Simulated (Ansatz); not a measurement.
Geometry optimisation, RKS B3LYP-D4/def2-SVP in Ansatz.

Input:

```yaml
crystal:
  periodic: [false, false, false]
  atoms:
    - { symbol: Si, position_ang: [-0.137834, 0.118004, -0.007194] }
    - { symbol: O, position_ang: [-0.118218, 0.138745, 1.659639] }
    - { symbol: H, position_ang: [-0.971494, 0.010859, 2.094192] }
    - { symbol: Cl, position_ang: [1.791132, 0.289822, -0.64927] }
    - { symbol: Cl, position_ang: [-1.144618, 1.800864, -0.648799] }
    - { symbol: Cl, position_ang: [-1.149364, -1.481164, -0.788599] }
    - { symbol: F, position_ang: [1.175546, -2.11562, 1.063465] }
    - { symbol: H, position_ang: [1.29655, -1.54711, 1.784166] }
basis:
  gaussian: { orbitals: def2-SVP }
hamiltonian:
  xc: b3lyp
  dispersion: d4
relax:
  f_tol: 0.03
  max_steps: 50
```

Command:

```bash
$ ansatz run input.yaml --threads 4 --pin off --max-ram 5120MiB --backend cpu --events-out ev --progress --plain --runs-dir out
```

Task: Where does it end, and by what steps?

Result: The forces met the threshold. After 13 steps the energy has fallen by 0.184 eV; F7 moved furthest, 0.51 Å.

```tsv
step	energy less start (eV)	largest force component (eV/Å)	accepted
0	0.0000	0.415	yes
1	-0.0559	1.291	yes
2	-0.0535	2.356	no
3	-0.1094	0.599	yes
4	-0.1361	0.721	yes
5	-0.1665	0.743	yes
6	-0.1752	0.237	yes
7	-0.1806	0.204	yes
8	-0.1810	0.132	yes
9	-0.1830	0.116	yes
10	-0.1836	0.064	yes
11	-0.1839	0.051	yes
12	-0.1841	0.050	yes
13	-0.1843	0.007	yes
```

```xyz
8
Properties=species:S:1:pos:R:3
Si -0.156 0.140 -0.111
O -0.033 -0.097 1.530
H -0.767 0.209 2.081
Cl 1.726 0.371 -0.844
Cl -1.268 1.841 -0.415
Cl -1.093 -1.434 -1.010
F 1.405 -2.281 1.485
H 0.928 -1.536 1.792
```

Time of the run: 33 s on 4 threads of Arm Neoverse V1, on a shared host, peak memory 0.27 GiB.
